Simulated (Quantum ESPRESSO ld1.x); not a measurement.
Ru24+, configuration [Ar] 3d2. Method: scalar-relativistic Kohn-Sham, LDA (Slater exchange, VWN5 correlation), spin-polarised, spherical densities, point nucleus; open shells are filled with parallel spins first; computed with ld1.x of Quantum ESPRESSO 7.5.

Unscreened Slater integrals over Kohn-Sham orbitals (hartree). They are taken over the spin-up orbitals. Empty in this configuration: 4p, 4s.

F0(4p,4p): 1.2151
F2(4p,4p): 0.63137
F0(4p,4s): 1.2203
G1(4p,4s): 0.82295
F0(4p,3d): 1.5356
F2(4p,3d): 0.45305
G1(4p,3d): 0.14760
G3(4p,3d): 0.14991
F0(4p,3p): 1.5077
F2(4p,3p): 0.48382
G0(4p,3p): 0.13053
G2(4p,3p): 0.15864
F0(4s,4s): 1.2263
F0(4s,3d): 1.5395
G2(4s,3d): 0.14677
F0(4s,3p): 1.5119
G1(4s,3p): 0.15609
F0(3d,3d): 2.7729
F2(3d,3d): 1.4206
F4(3d,3d): 0.91577
F0(3d,3p): 2.5896
F2(3d,3p): 1.2526
G1(3d,3p): 1.3687
G3(3d,3p): 0.90560
F0(3p,3p): 2.4808
F2(3p,3p): 1.2512

Derived for the open shells (J is the average intra-shell exchange parameter used in DFT+U). 3d: Racah B = F2/49 - 5 F4/441 = 0.01861 hartree, C = 35 F4/441 = 0.07268 hartree, C/B = 3.91, F4/F2 = 0.645, J = (F2 + F4)/14 = 0.1669 hartree.
